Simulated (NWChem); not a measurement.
# C4H6; SMILES C#CCC

```xyz
10

C      0.2635    -1.9660     0.0000
C     -0.1565    -0.8298     0.0000
C     -0.6407     0.5462     0.0000
C      0.4772     1.5876     0.0000
H      0.6306    -2.9755     0.0000
H     -1.2910     0.6916     0.8798
H     -1.2910     0.6916    -0.8798
H      0.0569     2.6042     0.0000
H      1.1166     1.4803    -0.8885
H      1.1166     1.4803     0.8885
```
Atoms are numbered in this order, from 1.

Coordinates come from a PBE0/def2-SVP optimisation.

Symmetry labels are those of Cs in the frame above (b1 and b2, or b-type labels, depend on it).

### Question
List the 6 lowest vertical singlet excitations and the 6 lowest triplet ones from Hartree-Fock/6-31G* (spherical d), CIS (NWChem).

### Answer
```tsv
state	energy (eV)	oscillator strength	symmetry	leading excitation (squared amplitude)
S1	6.53	0.000	a"	HOMO → LUMO (0.42)
S2	6.92	0.002	a'	HOMO → LUMO+1 (0.45)
S3	6.93	0.001	a"	HOMO−1 → LUMO+1 (0.55)
S4	10.61	0.005	a"	HOMO → LUMO+3 (0.71)
S5	10.66	0.008	a'	HOMO−1 → LUMO+3 (0.72)
S6	11.43	0.011	a"	HOMO → LUMO+2 (0.43)
T1	4.63	spin-forbidden	a'	HOMO → LUMO+1 (0.42)
T2	5.65	spin-forbidden	a"	HOMO−1 → LUMO+1 (0.40)
T3	5.65	spin-forbidden	a'	HOMO → LUMO+1 (0.45)
T4	6.54	spin-forbidden	a"	HOMO−1 → LUMO+1 (0.49)
T5	9.70	spin-forbidden	a"	HOMO → LUMO+3 (0.61)
T6	9.76	spin-forbidden	a'	HOMO−1 → LUMO+3 (0.65)
```
